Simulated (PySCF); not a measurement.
sulfuric acid (H$_{2}$O$_{4}$S), singlet, at a GFN2-xTB geometry. Base run: B3LYP/6-31G (PySCF).

PySCF was given this input:
```python
from pyscf import gto, scf, dft

mol = gto.M(
    atom='''
O    -0.55270887    1.35278782    0.31094223
S    -0.08041867   -0.12569137   -0.01074187
O    -0.62676941   -0.48852650   -1.26558736
O    -0.27441856   -0.91999660    1.14521182
O     1.47921766    0.09531076   -0.18718448
H    -0.79115034    1.75123860   -0.52439176
H     1.87528245   -0.05678066    0.66920393
''',
    basis='6-31g',
    verbose=4,
    symmetry=True,
)

mf = dft.RKS(mol)
mf.xc = 'b3lyp'
mf.kernel()
mf.analyze()
```

Variants of this job, named by their change:

```json
[
 {"change": "base", "ΔE vs base (mEh)": "0.000", "point group used": "C2", "SCF cycles": "9"},
 {"change": "symmetry = off", "ΔE vs base (mEh)": "0.000", "point group used": "C1", "SCF cycles": "9"},
 {"change": "irrep_nelec = A:24 B:26", "ΔE vs base (mEh)": "747.3", "point group used": "C2", "SCF cycles": "13"},
 {"change": "irrep_nelec = A:28 B:22", "ΔE vs base (mEh)": "612.9", "point group used": "C2", "SCF cycles": "18"}
]
```
